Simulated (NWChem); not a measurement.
Species: C2H6N2Si; SMILES N[Si@H]1C=NC1

```xyz
11

N     -0.0428    -2.0463     0.4153
Si    -0.0184    -0.5248    -0.3866
C     -1.0954     0.9613     0.0742
N     -0.1180     1.7953     0.2146
C      1.1171     0.9520     0.0841
H     -0.0222    -2.1598     1.4197
H     -0.0071    -2.9267    -0.0793
H     -0.0398    -0.8715    -1.8360
H     -2.1302     1.3038     0.1531
H      1.6390     0.9065     1.0467
H      1.8136     1.3721    -0.6510
```
Atoms are numbered in this order, from 1.

Program: NWChem. All runs use the structure optimised with B3LYP/6-31G* (spherical d). Ions are spin-unrestricted doublets at the neutral geometry; other ion states weren't tried. Functional: LC-ωPBE (HJS hole) with def2-SVP; the question gives the range parameter ω in 1/bohr.

### Question
Predict the results for range parameter (1/bohr) 0.15. Quantities: vertical ionisation energy, ΔSCF (eV); −ε(HOMO) (eV).

### Answer
- vertical ionisation energy, ΔSCF (eV) = 8.62
- −ε(HOMO) (eV) = 7.24
